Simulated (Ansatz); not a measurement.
# TeO, triplet: energies of several shapes or isomers

Program: Ansatz, Gaussian basis, development build. Basis cc-pVTZ-PP on Te, cc-pVTZ on O, scalar-relativistic core potentials (28 electrons on Te), no spin–orbit coupling, 5 orbitals frozen in the corrections; active space CAS(8,6). Restricted Hartree–Fock, then the lowest state-specific CASSCF solution met for each case. On stretched bonds single-reference methods can fail or change state. Unlike active orbitals can shift such differences by tenths of an eV, at times by over 1 eV.

Case A: bond length 1.8250 Å.

Case B: bond length 2.0075 Å.

Energy less that of case A, in eV:

```json
{"case": "B", "RHF/ROHF": "+0.117", "CASSCF": "+0.198"}
```

Task: What does SC-NEVPT2 give for these differences?

Result: B: +0.391 eV (9.0 kcal/mol).
